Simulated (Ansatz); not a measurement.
dimethylsulfoxide (C$_{2}$H$_{6}$OS), singlet, at a GFN2-xTB geometry; Ansatz (a quantum-chemistry and plane-wave program) with MP2/pc-1.

The Ansatz input:
Ansatz 0.2 input:
```yaml
crystal:
  periodic: [false, false, false]
  atoms:
    - {symbol: S, position_ang: [-0.00638160, 0.25789735, -0.45583475]}
    - {symbol: O, position_ang: [-0.01284941, 1.45780980, 0.37857550]}
    - {symbol: C, position_ang: [1.37076266, -0.79819518, 0.18724665]}
    - {symbol: C, position_ang: [-1.35000243, -0.82772888, 0.20862756]}
    - {symbol: H, position_ang: [1.27987622, -0.89677085, 1.26308812]}
    - {symbol: H, position_ang: [-2.29810816, -0.35220996, -0.01997107]}
    - {symbol: H, position_ang: [1.32489255, -1.76477228, -0.30045787]}
    - {symbol: H, position_ang: [2.30461413, -0.30224775, -0.05614119]}
    - {symbol: H, position_ang: [-1.29083210, -1.79316578, -0.27990241]}
    - {symbol: H, position_ang: [-1.24010316, -0.92412504, 1.28289118]}
basis:
  gaussian:
    orbitals: pc-1.json
magnetization: {spin_polarized: false}
correlation: {method: mp2}
```
The basis file holds pc-1 in the JSON format of the Basis Set Exchange.

Write the output that Ansatz gives for this input, abridged.


```
Functional definition: HF
961 factors; integrals over basis functions are off by at most 1.2e-3 eV
mean field evaluation 1: about -15002.6485 eV, gradient 4.3e1 eV
mean field evaluation 2: about -15002.7851 eV, gradient 4.3e1 eV
mean field evaluation 4: about -15006.8119 eV, gradient 5.0e0 eV
mean field evaluation 8: about -15006.8877 eV, gradient 6.8e-2 eV
mean field -15006.88769031 eV, -551.4929505851 hartree, gradient 2.3e-6 eV, S^2 0.000000; 0 other end points of the search recorded, 0 dependent functions left out
8 core orbitals not correlated
reference -15006.88769031 eV, -551.4929505851 hartree; 13, 13 occupied and 69, 69 virtual orbitals, 961 factors
second order -16.78696203 eV of doubles, -0.00000000 eV of singles
Total energy: -15023.67465234 eV, -552.1098600610 hartree
```
